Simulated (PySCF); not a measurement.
## Field gradients at the hydrogen positions

Species: C4H12Si3.
Cartesian coordinates in Å at the GFN2-xTB level; atoms count from 1:
```xyz
19
C4H12Si3 angstrom
C     -4.4055    0.7771   -0.2431
Si    -3.2800   -0.7516   -0.2306
C     -1.5234   -0.1666   -0.2357
C     -0.3817    0.2387   -0.2537
Si     1.3749    0.8265   -0.2883
C      2.5039   -0.6904   -0.0784
Si     4.3653   -0.3338   -0.1599
H     -5.4542    0.4940   -0.2665
H     -4.2477    1.3884    0.6412
H     -4.2122    1.4012   -1.1113
H     -3.5112   -1.5519    0.9799
H     -3.5017   -1.5648   -1.4344
H      1.6131    1.4794   -1.5823
H      1.5678    1.7771    0.8148
H      2.2504   -1.4233   -0.8459
H      2.2752   -1.1671    0.8760
H      5.1205   -1.5736    0.0494
H      4.7313    0.6311    0.8802
H      4.7055    0.2190   -1.4735
```

Level: PBE0/pcSseg-1 (PySCF, non-relativistic); Q(2H) = 0.00286 b; rigid geometry, the same for H and D, with no vibrational averaging.

Q: Tabulate Vzz, the asymmetry η and χzz = 234.96 MHz × Q × Vzz for every hydrogen position.

A: 
```
atom  bonded to  bond length (Å)  Vzz (au)     η  χzz (kHz)
  H8         C1            1.087    0.3238  0.00        218
  H9         C1            1.087    0.3232  0.01        217
 H10         C1            1.087    0.3230  0.01        217
 H11        Si2            1.469    0.1568  0.01        105
 H12        Si2            1.469    0.1568  0.01        105
 H13        Si5            1.469    0.1572  0.01        106
 H14        Si5            1.469    0.1573  0.01        106
 H15         C6            1.091    0.3175  0.01        213
 H16         C6            1.091    0.3176  0.01        213
 H17        Si7            1.467    0.1606  0.01        108
 H18        Si7            1.465    0.1614  0.02        108
 H19        Si7            1.465    0.1615  0.01        109
```

Q: Average by the element that carries the hydrogen.

A: on C: 216 kHz over 5 positions, mean bond length 1.088 Å; on Si: 107 kHz over 7 positions, mean bond length 1.468 Å.

Q: Give the 2H NMR doublet splittings at H14 for a magnetic field along the z, y and x axes of the gradient: 3χ/2, 3χ(1 + η)/4, 3χ(1 − η)/4.

A: With |χ| = 105.7 kHz and η = 0.011: 159, 80 and 78 kHz, to first order and without motion.

Geometry: GFN2-xTB, one conformer, isolated molecule. GFN2-xTB bond lengths can be off by several hundredths of an ångström, more for odd bonds, and the gradients follow them. With a basis this small, the couplings can be 20 % off.
